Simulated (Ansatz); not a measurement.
C$_{3}$H$_{6}$BNO, SMILES `NB(O)C1C=C1`. Total charge 0; spin multiplicity 1.

```tsv
atom	x (Å)	y (Å)	z (Å)
N1	-0.8323	0.9947	-1.5266
B2	0.0549	0.4986	-0.5476
O3	1.3543	0.9395	-0.4436
C4	-0.4234	-0.5883	0.4665
C5	0.5565	-1.5844	1.0600
C6	0.1700	-0.6649	1.8618
H7	-1.7785	0.6649	-1.5923
H8	-0.6035	1.6913	-2.2137
H9	1.5960	1.6065	-1.0882
H10	-1.4586	-0.9323	0.3623
H11	1.1596	-2.4479	0.8411
H12	0.2052	-0.1778	2.8204
```

Q: List the harmonic frequencies (cm⁻¹, unscaled) at PBE0-D4/def2-TZVP in Ansatz. (Best estimate.)

A: The calculation gave: 67, 186, 216, 350, 383, 445, 506, 558, 606, 669, 785, 791, 849, 888, 932, 1000, 1011, 1062, 1155, 1290, 1393, 1431, 1636, 1769, 3025, 3278, 3327, 3631, 3728, 3901.

Q: Is this a minimum?

A: Yes, all 30 modes are real.

Q: Give the ideal-gas thermochemistry at 298.15 K and 1 bar (rigid rotor, harmonic oscillator; point group Cs, symmetry number 1).

A: Zero-point energy 244.5 kJ/mol; H(298) − E = 265.0 kJ/mol; entropy 336.3 J/(mol·K), of which translation 164.0, rotation 110.8, vibration 61.5; G(298) − E = 164.7 kJ/mol. Modes under 100 cm⁻¹ are hindered rotations or soft bends, so the harmonic entropy is rough.

Q: And at 400, 500, 600, 800 and 1000 K?

A: 
| T (K) | H − E (kJ/mol) | S (J/mol/K) | G − E (kJ/mol) |
| --- | --- | --- | --- |
| 400 | 277.9 | 373.2 | 128.6 |
| 500 | 292.9 | 406.6 | 89.6 |
| 600 | 309.7 | 437.2 | 47.4 |
| 800 | 347.3 | 491.1 | -45.6 |
| 1000 | 388.8 | 537.3 | -148.6 |
